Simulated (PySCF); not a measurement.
B(CCH)(Me)2 (C₄H₇B), SMILES C#CB(C)C. Atoms are numbered in the order given.

```xyz
12

B      0.0000     0.0000     0.4015
C      0.0000     0.0000    -1.1305
C      0.0000     0.0000    -2.3505
H      0.0000     0.0000    -3.4250
C      0.0125    -1.3710     1.1730
H      0.4373    -1.2976     2.1869
H     -1.0525    -1.6543     1.3028
H      0.4873    -2.1980     0.6241
C     -0.0125     1.3710     1.1730
H     -0.4373     1.2976     2.1869
H      1.0525     1.6543     1.3028
H     -0.4873     2.1980     0.6241
```

The structure is a stationary point at B3LYP-D3(BJ)/def2-SVP.

Computed with PBE/def2-TZVP (PySCF).

Symmetry labels are those of the subgroup C2 that the program uses (full group C2).

Problem. List the valence orbital energies around the gap with their symmetry. (Estimate from the structure and the level; the computed values follow.)

Solution. 
```json
[
 {"orbital": "HOMO−7", "symmetry": "A", "energy (eV)": "-10.24"},
 {"orbital": "HOMO−6", "symmetry": "B", "energy (eV)": "-9.99"},
 {"orbital": "HOMO−5", "symmetry": "B", "energy (eV)": "-9.54"},
 {"orbital": "HOMO−4", "symmetry": "A", "energy (eV)": "-9.31"},
 {"orbital": "HOMO−3", "symmetry": "A", "energy (eV)": "-8.24"},
 {"orbital": "HOMO−2", "symmetry": "B", "energy (eV)": "-7.92"},
 {"orbital": "HOMO−1", "symmetry": "B", "energy (eV)": "-7.18"},
 {"orbital": "HOMO", "symmetry": "B", "energy (eV)": "-6.52"},
 {"orbital": "LUMO", "symmetry": "B", "energy (eV)": "-2.40"},
 {"orbital": "LUMO+1", "symmetry": "B", "energy (eV)": "-0.03"},
 {"orbital": "LUMO+2", "symmetry": "A", "energy (eV)": "0.27"},
 {"orbital": "LUMO+3", "symmetry": "B", "energy (eV)": "1.37"}
]
```
